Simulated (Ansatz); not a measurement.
`C[SiH2][GeH3]` and `B[SiH2][GeH3]` differ in one atom or group.

Ansatz, PBE0-D4/def2-TZVP geometries, multiplicity 1. 

Scalar relativity is left out up to krypton.

| property | `C[SiH2][GeH3]` |
| --- | --- |
| ideal-gas entropy at 298 K and 1 bar (rigid rotor, harmonic PBE0-D4/def2-TZVP) / J/(mol·K) | 341 |
| size of the dipole moment (B3LYP/def2-TZVPP) / D | 1.02 |
| LUMO energy (PBE0/def2-TZVPP) / eV | 0.28 |
| HOMO–LUMO gap (PBE/def2-TZVPP) / eV | 6.35 |
| HOMO–LUMO gap (ωB97M-V/def2-TZVPP) / eV | 11.88 |
| HOMO energy (ωB97M-V/def2-TZVPP) / eV | -10.00 |

Question: What does the change do to each property? (Estimate.)

Answer: Ansatz gave: 
```
                                                                                  property  `B[SiH2][GeH3]`  shift
ideal-gas entropy at 298 K and 1 bar (rigid rotor, harmonic PBE0-D4/def2-TZVP) / J/(mol·K)              346      5
                                          size of the dipole moment (B3LYP/def2-TZVPP) / D             0.28  -0.74
                                                        LUMO energy (PBE0/def2-TZVPP) / eV            -2.48  -2.76
                                                       HOMO–LUMO gap (PBE/def2-TZVPP) / eV             3.43  -2.92
                                                   HOMO–LUMO gap (ωB97M-V/def2-TZVPP) / eV             9.30  -2.58
                                                     HOMO energy (ωB97M-V/def2-TZVPP) / eV            -9.89   0.11
```

With PBE0 the HOMO rises by 0.07 eV and the LUMO falls by 2.76 eV, so the gap narrows by about 2.83 eV. PBE moves the HOMO by 0.02 eV and ωB97M-V by 0.11 eV. The zero-point energy changes by -44.1 kJ/mol with -3 modes. Dipoles are sizes alone; their direction can turn.

B3LYP here is the variant with VWN-RPA as its local correlation; programs differ in this.
